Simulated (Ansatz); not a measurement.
System: SiBr, charge 0, doublet. SiBr (SMILES [Si]Br, doublet).
B3LYP-D3(BJ)/def2-TZVP minimum from Ansatz (a quantum-chemistry and plane-wave program):
```xyz
2

Si     0.0000     0.0000    -1.6088
Br     0.0000     0.0000     0.6435
```
Charge 0, spin multiplicity 2.

Total energies in def2-TZVPP, 11 correlated electrons, 19 frozen orbitals. UHF or UKS for unpaired electrons; spin-orbit terms are left out. Correlated methods leave the cores frozen (noble-gas shells, and filled d and f shells in the p block). No relativity. Spin-orbit terms, left out, reach several kcal/mol for Br and I, and more for heavier atoms.

| method | program | energy (Eh) | minus CCSDT(Q) (mEh) |
|---|---|---|---|
| HF | Ansatz | -2861.34396 | 276.12 |
| MP2 | Ansatz | -2861.57705 | 43.03 |
| CCSD | Ansatz | -2861.60619 | 13.89 |
| CCSD(T) | Ansatz | -2861.61825 | 1.83 |
| CCSDT(Q) | Ansatz | -2861.62007 | 0.00 |

Rough core times of Ansatz's runs on a shared machine: CCSD(T) under 20 s, CCSDT(Q) 2 min.
